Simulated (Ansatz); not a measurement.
`C[SiH2][S][GaH2]` at its PBE0-D4/def2-TZVP geometry, where that method's forces vanish. Charge 0, multiplicity 1.

```xyz
11

C     1.3017   -1.0474    0.0611
Si   -0.5509   -1.0342   -0.1534
S    -1.5032    0.3667    1.1619
Ga   -0.8872    2.2449    0.1979
H     1.5670   -1.2543    1.1000
H     1.7520   -1.8171   -0.5717
H     1.7308   -0.0828   -0.2193
H    -0.9000   -0.7213   -1.5648
H    -1.1246   -2.3605    0.1943
H    -1.3953    3.5547    0.8741
H     0.0096    2.1513   -1.0802
```

(1) What forces (eV/Å) does r2SCAN-D4/def2-TZVPP give on these atoms in the Gaussian-basis code of Ansatz? (Estimate.)

## Answers

(1) Computed: 
```
C1  -0.006 -0.008 -0.005
Si2  0.002 -0.045 -0.053
S3  -0.020  0.083  0.023
Ga4  0.020  0.075 -0.029
H5   0.010  0.004 -0.023
H6   0.005  0.017  0.017
H7   0.004 -0.025  0.012
H8   0.006 -0.015  0.022
H9   0.013  0.019 -0.011
H10  0.038 -0.112 -0.051
H11 -0.072  0.006  0.099
```
